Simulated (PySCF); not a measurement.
Single point on IrBr

State: triplet, unpaired electrons π ↑, δ ↑, a mixture of terms (⟨Lz²⟩ = 4.4).

An equivalent input (the run itself took its basis sets from the Basis Set Exchange, started from a PBE0 density and held the occupation σ 11α 11β, πx 6α 6β, πy 6α 5β, δx 2α 1β, δy 2α 2β):

```python
from pyscf import gto, dft
mol = gto.M(atom='Ir 0 0 0; Br 0 0 2.308', basis={'Ir': 'def2-TZVPP', 'Br': 'def2-TZVPP'}, ecp={'Ir': 'def2-TZVPP'},
            charge=0, spin=2, verbose=4, symmetry='C2v')
mf = dft.UKS(mol, xc='M062X')
mf.grids.atom_grid = (80, 434)
mf.grids.prune = dft.gen_grid.treutler_prune
mf.irrep_nelec = {'A1': (13, 12), 'A2': (2, 2), 'B1': (6, 6), 'B2': (6, 5)}
mf.conv_tol = 1e-9
mf.max_cycle = 60
mf.diis_space = 10
mf.kernel()
```

The log (some set-up lines and the per-cycle HOMO/LUMO lines removed):

```
******** <class 'pyscf.dft.uks_symm.SymAdaptedUKS'> ********
method = SymAdaptedUKS
damping factor = 0
level_shift factor = 0
DIIS = <class 'pyscf.scf.diis.CDIIS'>
diis_start_cycle = 1
diis_space = 10
diis_damp = 0
SCF conv_tol = 1e-09
SCF conv_tol_grad = None
SCF max_cycles = 60
number electrons alpha = 27  beta = 25
Set gradient conv threshold to 3.16228e-05
init E= -2678.3808339401
cycle= 1 E= -2678.38722761035  delta_E= -0.00639  |g|= 0.0504  |ddm|= 0.172
cycle= 2 E= -2678.38751935807  delta_E= -0.000292  |g|= 0.0347  |ddm|= 0.0524
cycle= 3 E= -2678.387795528  delta_E= -0.000276  |g|= 0.00949  |ddm|= 0.031
cycle= 4 E= -2678.38786299561  delta_E= -6.75e-05  |g|= 0.00315  |ddm|= 0.0133
cycle= 5 E= -2678.38789139266  delta_E= -2.84e-05  |g|= 0.00134  |ddm|= 0.0116
cycle= 6 E= -2678.38790085533  delta_E= -9.46e-06  |g|= 0.000781  |ddm|= 0.00759
cycle= 7 E= -2678.38790457384  delta_E= -3.72e-06  |g|= 0.000495  |ddm|= 0.00511
cycle= 8 E= -2678.38790648343  delta_E= -1.91e-06  |g|= 0.000253  |ddm|= 0.00403
cycle= 9 E= -2678.38790700197  delta_E= -5.19e-07  |g|= 0.00011  |ddm|= 0.00247
cycle= 10 E= -2678.3879070779  delta_E= -7.59e-08  |g|= 5.72e-05  |ddm|= 0.000767
cycle= 11 E= -2678.38790709259  delta_E= -1.47e-08  |g|= 3.93e-05  |ddm|= 0.000257
cycle= 12 E= -2678.38790710348  delta_E= -1.09e-08  |g|= 2.38e-05  |ddm|= 0.000306
cycle= 13 E= -2678.38790710935  delta_E= -5.87e-09  |g|= 1.24e-05  |ddm|= 0.000309
cycle= 14 E= -2678.38790711117  delta_E= -1.82e-09  |g|= 3.61e-06  |ddm|= 0.000244
cycle= 15 E= -2678.38790711124  delta_E= -7.28e-11  |g|= 9.9e-07  |ddm|= 3.97e-05
Extra cycle  E= -2678.38790711124  delta_E= -4.55e-13  |g|= 6.49e-07  |ddm|= 3.66e-06
converged SCF energy = -2678.38790711124  <S^2> = 2.0148424  2S+1 = 3.0098787
```

Repeating this along the bond gives Re = 2.334 Å and ωe = 259 cm⁻¹.

A point of this curve took 7.8 CPU seconds beside 2.7 for the integrals, on Intel Xeon Platinum 8488C (shared host).

Spin–orbit coupling is left out. The state is the lowest single determinant that the PBE0 search found; with open d or f shells the true ground state can be another one.
